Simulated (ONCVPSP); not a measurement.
## Before and after: ONCV potential for iron

- Element: Fe (Z = 26)
- Generator: ONCVPSP 4.0.1
- Type: optimised norm-conserving Vanderbilt (ONCV)
- Functional: PBE
- Relativity: scalar-relativistic
- Frozen core: [Ne] 3s2
- Valence charge: 14
- Reference configuration: 3p6 3d6 4s2
- Partial waves: 4s: rc 2.35 bohr, ncon 5, nbas 10, qcut 2.3 1/bohr, 3 projectors, debl 0.6 Ha; 3p: rc 1.35 bohr, ncon 4, nbas 7, qcut 9.1 1/bohr, 1 projector; 3d: rc 1.55 bohr, ncon 4, nbas 8, qcut 12.4 1/bohr, 2 projectors, debl 3.8 Ha
- Local potential: polynomial inside 1.15 bohr (lpopt 5, dvloc0 0 Ha)
- Core correction: Teter function, fcfact 2.25, rcfact 1.55

All-electron outer shells of the reference configuration (PBE, scalar-relativistic, ld1.x):

```tsv
shell	level (eV)	outermost node (bohr)	outermost maximum (bohr)
3s	-94.02	0.33	0.70
3p	-60.04	0.30	0.72
3d	-7.50	–	0.71
4s	-5.29	1.00	2.41
```

Change: local potential polynomial inside 1.15 bohr (lpopt 5, dvloc0 0.5 Ha).

Cutoffs: the cutoffs (Ha) at which the residual kinetic energy of the hardest occupied pseudo-wave falls to 1 and 0.1 mHa per electron; they do not see the model core or the augmentation charge, which bear on the density cutoff. Errors are all-electron minus pseudo energies relative to the spin-unpolarised reference configuration.

How do hardness, ghosts and transferability respond?

The potential gets neither clearly harder nor softer (50 Ha and 57 Ha → 50 Ha and 57 Ha); both files keep a bound ghost (s); of the 4 tests that both files solve, the error grows in 1 and shrinks in 0 by more than 15 % and 0.3 meV (median size 8.5 → 8.5 meV); the range in which the p phases agree widens (upper end 2.4 → at the end of the scan).

| quantity | base | changed |
| --- | --- | --- |
| cutoff, loose | 50 Ha | 50 Ha |
| cutoff, tight | 57 Ha | 57 Ha |
| bound ghosts | s | s |
| GHOST(+) flags under 300 eV | s at 17.6 eV | s at 22.0 eV |
| error for 3p6 3d6 4s1, meV [ΔE 8.73 eV] | -3.3 | -3.4 |
| error for 3p6 3d6 4s0, meV [ΔE 24.93 eV] | -14 | -14 |
| error for 3p6 3d5 4s0, meV [ΔE 59.16 eV] | +78 | +78 |
| error for 3p6 3d6 4s1 4p1, meV [ΔE 4.11 eV] | +0.9 | -3.1 |
| s: phases at 2.39 bohr within 0.05 rad from the reference energy up to (Ha; the scan ends near 5) | 2.9 | 2.9 |
| p: phases at 1.37 bohr within 0.05 rad from the reference energy up to (Ha; the scan ends near 5) | 2.4 | to the end of the scan |
| d: phases at 1.57 bohr within 0.05 rad from the reference energy up to (Ha; the scan ends near 5) | to the end of the scan | to the end of the scan |
| rms error of d²Exc/dni dnj with the model core, mHa | 2.38 | 2.38 |

 A true bound ghost makes a file unfit for plane-wave use even where its test errors are small: the radial tests pick states by their node count and pass the ghost by.
